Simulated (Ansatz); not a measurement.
Isolated molecules relaxed with PBE0-D4/def2-TZVP in Ansatz; ΔE leaves out vibrations. CCSD(T)/CBS adds triple-zeta CCSD(T) − MP2 to the extrapolated MP2 energy (def2 sets, frozen cores). Functionals use def2-TZVPP. B3LYP here is the variant with VWN-RPA as its local correlation; programs differ in this. HSE06 is defined as in plane-wave codes. For Sc outer-core shells are correlated without core-valence functions, which leaves a few kJ/mol of doubt a bond. Scalar relativity is left out up to krypton. One conformer a species, not always the lowest.

`F[SiH]([SiH3])O[SiH3]` + `[NH2][Sc]([OH])[OH]` → `[NH2][Sc]([OH])[O][SiH3]` + `O[SiH](F)[SiH3]`  (ligand exchange at the Si–O bond)

`F[SiH]([SiH3])O[SiH3]`:

Z-matrix (Å, degrees):
```
Si
Si 1 2.346
O 1 1.623 2 111.3
F 1 1.601 2 108.0 3 -119.2
H 1 1.482 2 114.4 3 122.2
H 2 1.488 1 109.4 3 -59.1
H 2 1.487 1 110.0 3 -178.8
H 2 1.487 1 110.3 3 60.7
Si 3 1.640 1 148.0 2 -40.3
H 9 1.487 3 109.7 1 29.9
H 9 1.483 3 109.7 1 -90.5
H 9 1.482 3 108.2 1 149.5
```

`[NH2][Sc]([OH])[OH]`:

Z-matrix (Å, degrees):
```
N
Sc 1 1.986
H 1 1.012 2 126.2
H 1 1.012 2 126.2 3 -180.0
O 2 1.875 1 116.3 3 0.0
O 2 1.875 1 116.3 3 180.0
H 5 0.952 2 169.0 1 179.9
H 6 0.952 2 169.1 1 -179.9
```

`[NH2][Sc]([OH])[O][SiH3]`:

```xyz
11

N    -0.304   -2.060   -1.433
Sc    0.134   -0.164   -1.065
O     0.643    0.883   -2.527
O    -0.004    0.428    0.741
Si   -0.103    1.010    2.254
H    -0.595   -2.750   -0.752
H    -0.279   -2.516   -2.336
H     0.918    1.568   -3.128
H    -1.512    1.360    2.594
H     0.728    2.238    2.411
H     0.375    0.002    3.242
```

`O[SiH](F)[SiH3]`:

Cartesian coordinates in Å:
```
O -0.973 -1.256 -1.066
Si -0.864 0.123 -0.193
F -1.858 0.061 1.064
Si 1.341 0.271 0.572
H -1.765 -1.415 -1.584
H -1.329 1.287 -0.994
H 1.489 1.471 1.438
H 2.261 0.401 -0.589
H 1.699 -0.943 1.351
```

```
             level  ΔE (kJ/mol)  difference from CCSD(T)/CBS
       LDA (SPW92)        -10.1                          1.1
            PBE-D4        -10.3                          0.9
           BLYP-D4         -7.1                          4.1
         r2SCAN-D4        -11.3                         -0.1
            B97M-V        -13.3                         -2.1
           PBE0-D4        -10.5                          0.7
          B3LYP-D4         -7.5                          3.7
        r2SCANh-D4        -11.1                          0.1
        r2SCAN0-D4        -11.0                          0.2
          HSE06-D4        -10.8                          0.4
          BHLYP-D4         -7.5                          3.7
      CAM-B3LYP-D4         -7.4                          3.8
           ωB97X-V         -9.4                          1.8
            B2PLYP        -11.5                         -0.3
          PBE-QIDH        -12.5                         -1.3
            revPBE        -14.8                         -3.6
              BLYP        -12.3                         -1.1
            r2SCAN        -12.1                         -0.9
              PBE0        -13.1                         -1.9
           r2SCANh        -12.0                         -0.8
           r2SCAN0        -11.9                         -0.7
             HSE06        -13.2                         -2.0
             BHLYP        -11.4                         -0.2
           LC-ωPBE        -10.9                          0.3
RPA@PBE/def2-TZVPP        -11.3                         -0.1
       HF/def2-SVP        -17.8                         -6.6
      MP2/def2-SVP        -21.1                         -9.9
     CCSD/def2-SVP        -19.6                         -8.4
  CCSD(T)/def2-SVP        -20.2                         -9.0
     HF/def2-TZVPP        -13.0                         -1.8
    MP2/def2-TZVPP        -11.0                          0.2
SCS-MP2/def2-TZVPP        -11.4                         -0.2
   CCSD/def2-TZVPP        -11.6                         -0.4
CCSD(T)/def2-TZVPP        -11.7                         -0.5
     HF/def2-QZVPP        -12.9                         -1.7
    MP2/def2-QZVPP        -10.7                          0.5
SCS-MP2/def2-QZVPP        -11.1                          0.1
      HF/CBS(def2)        -12.9                         -1.7
     MP2/CBS(def2)        -10.5                          0.7
    CCSD/CBS(def2)        -11.1                          0.1
       CCSD(T)/CBS        -11.2                            0
```

Largest T1 diagnostic among the species: 0.016.

At CCSD(T), def2-SVP lies −9.0 kJ/mol from the extrapolated value and def2-TZVPP −0.5 kJ/mol. Leaving LDA and LC-ωPBE aside and taking each functional with its dispersion term where it has one, the values spread over 6.2 kJ/mol, from B97M-V to BLYP-D4. The D4 term adds +4.4 kJ/mol with B3LYP and +2.6 kJ/mol with PBE0; it sums over pairs of atoms, weighted by their polarisabilities, and B3LYP, whose exchange is more repulsive, gets the larger term.
